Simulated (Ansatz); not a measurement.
Geometry optimisation, Ansatz 0.2.0, UKS PBE0-D4/def2-SVP.

The input (input.yaml):

```yaml
crystal:
  periodic: [false, false, false]
  atoms:
    - { symbol: Sn, position_ang: [0.014512, -0.012956, -0.075973] }
    - { symbol: Cl, position_ang: [-0.126219, 0.055727, 2.314264] }
    - { symbol: H, position_ang: [1.67867, -0.022128, -0.457264] }
    - { symbol: H, position_ang: [-0.778319, 1.39109, -0.633598] }
    - { symbol: H, position_ang: [-0.775458, -1.448756, -0.553217] }
    - { symbol: "N", position_ang: [-0.357492, 0.237777, 5.23062] }
    - { symbol: H, position_ang: [-0.26499, -0.765842, 5.068643] }
    - { symbol: H, position_ang: [0.611096, 0.565087, 5.158324] }
magnetization:
  spin_polarized: true
  initial_magnetization: 1
basis:
  gaussian: { orbitals: def2-SVP }
hamiltonian:
  xc: pbe0
  dispersion: d4
relax:
  f_tol: 0.03
  max_steps: 50
```

Run as:

```bash
$ ansatz run input.yaml --threads 2 --pin off --max-ram 3072MiB --backend cpu --events-out ev --progress --plain --runs-dir out
```

Problem. Where does it end, and by what steps?

Solution. The forces met the threshold. The force dipped under the threshold on the way, but the program's further checks kept it going. After 10 steps the energy has fallen by 0.059 eV; N6 moved furthest, 0.60 Å.

```csv
step,energy less start (eV),largest force component (eV/Å),accepted
0,0.0000,0.528,yes
1,-0.0123,1.018,yes
2,0.0053,1.421,no
3,-0.0422,0.125,yes
4,-0.0466,0.319,yes
5,-0.0565,0.030,yes
6,-0.0581,0.060,yes
7,-0.0489,0.809,no
8,-0.0586,0.002,yes
9,-0.0583,0.161,no
10,-0.0586,0.005,yes
```

```xyz
8
Properties=species:S:1:pos:R:3
Sn 0.031 -0.017 -0.129
Cl -0.075 0.092 2.233
H 1.691 -0.033 -0.519
H -0.771 1.379 -0.693
H -0.767 -1.462 -0.560
N -0.042 0.001 5.680
H -0.478 -0.639 4.995
H 0.413 0.678 5.045
```

Whether the end is a true minimum wasn't checked by a vibrational analysis.

Run time: 23 s on 2 threads of Intel(R) Xeon(R) 6975P-C (Granite Rapids), with other jobs on the host, peak memory 0.25 GiB.
